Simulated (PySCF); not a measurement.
# How methods differ on the excitation energy of Yb²⁺

Yb²⁺ [Xe] 4f14 (1S) → Yb²⁺ [Xe] 4f13 6s1 (3F), as a difference of total energies. Calculation: PySCF 2.14, in ANO-RCC-VTZP (8s7p5d3f2g1h, 104 functions); the spin-free X2C one-electron Hamiltonian (Gaussian nucleus). Correlated levels: valence: [Kr] 4d10 frozen; valence and next inner shell: [Ar] 3d10 frozen. The calculations carry no spin-orbit coupling.

```
                                method  excitation energy (cm⁻¹)
                                   UHF                     10263
                                   LDA                     50468
                                   PBE                     47119
                                  PBE0                     40074
                                r2SCAN                     42226
                         MP2 (valence)                     54402
                     SCS-MP2 (valence)                     48283
    MP2 (valence and next inner shell)                     60190
SCS-MP2 (valence and next inner shell)                     52868
```

A first-order spin-orbit estimate (lowest level to lowest level, LS coupling) adds -0.600 eV.

The basis was made for the ground configuration and has no added diffuse functions, so the excitation energy can come out too high.
